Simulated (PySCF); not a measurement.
B(F)(NCO)(OMe) (C₂H₃BFNO₂), SMILES COB(F)N=C=O.

Coordinates come from a r2SCAN-D4/def2-SVP optimisation. This is a generated structure with no PubChem entry under its InChIKey; it may be hypothetical. The values are those of a single conformer.

These are TDDFT-LC-ωPBE/def2-SVPD (PySCF) values and carry that method's errors.

Vertical excitations. Isolated molecule, no solvent. State labels are in the subgroup Cs.

Computed UV-visible absorptions:
```json
[
 {"state": "S1", "symmetry": "A\"", "energy (eV)": "6.97", "λ (nm)": "178", "f": "0.000", "main pairs": "HOMO−1→LUMO+1 90 %"},
 {"state": "S2", "symmetry": "A'", "energy (eV)": "7.40", "λ (nm)": "167", "f": "0.048", "main pairs": "HOMO→LUMO+1 48 %, HOMO−1→LUMO+4 27 %, HOMO−2→LUMO+1 12 %"},
 {"state": "S3", "symmetry": "A\"", "energy (eV)": "7.60", "λ (nm)": "163", "f": "0.001", "main pairs": "HOMO→LUMO+4 50 %, HOMO−2→LUMO+4 20 %, HOMO→LUMO 9 %, HOMO→LUMO+2 8 %"},
 {"state": "S4", "symmetry": "A'", "energy (eV)": "8.62", "λ (nm)": "144", "f": "0.063", "main pairs": "HOMO−1→LUMO 68 %, HOMO−1→LUMO+2 14 %"},
 {"state": "S5", "symmetry": "A\"", "energy (eV)": "8.64", "λ (nm)": "143", "f": "0.004", "main pairs": "HOMO→LUMO 66 %"},
 {"state": "S6", "symmetry": "A\"", "energy (eV)": "9.09", "λ (nm)": "136", "f": "0.001", "main pairs": "HOMO−3→LUMO+1 87 %"},
 {"state": "S7", "symmetry": "A'", "energy (eV)": "9.23", "λ (nm)": "134", "f": "0.425", "main pairs": "HOMO−2→LUMO+1 39 %, HOMO→LUMO+1 36 %, HOMO−1→LUMO+4 12 %"},
 {"state": "S8", "symmetry": "A\"", "energy (eV)": "9.24", "λ (nm)": "134", "f": "0.003", "main pairs": "HOMO−2→LUMO 45 %, HOMO→LUMO+2 20 %, HOMO→LUMO+3 9 %"},
 {"state": "S9", "symmetry": "A'", "energy (eV)": "9.75", "λ (nm)": "127", "f": "0.019", "main pairs": "HOMO−3→LUMO 69 %"},
 {"state": "S10", "symmetry": "A\"", "energy (eV)": "10.00", "λ (nm)": "124", "f": "0.032", "main pairs": "HOMO→LUMO+3 47 %, HOMO−2→LUMO+3 20 %, HOMO→LUMO+2 14 %"},
 {"state": "T1", "symmetry": "A'", "energy (eV)": "6.36", "λ (nm)": "195", "f": "0", "main pairs": "HOMO→LUMO+1 61 %, HOMO−2→LUMO+1 16 %, HOMO−1→LUMO+4 11 %"},
 {"state": "T2", "symmetry": "A\"", "energy (eV)": "6.66", "λ (nm)": "186", "f": "0", "main pairs": "HOMO−1→LUMO+1 80 %"},
 {"state": "T3", "symmetry": "A'", "energy (eV)": "6.77", "λ (nm)": "183", "f": "0", "main pairs": "HOMO−1→LUMO+4 68 %, HOMO→LUMO+1 11 %"},
 {"state": "T4", "symmetry": "A\"", "energy (eV)": "7.30", "λ (nm)": "170", "f": "0", "main pairs": "HOMO→LUMO+4 47 %, HOMO−2→LUMO+4 19 %, HOMO−1→LUMO+1 12 %"}
]
```
Triplets are in the Tamm–Dancoff approximation, which puts them higher than full response would, so one can lie above its singlet here.
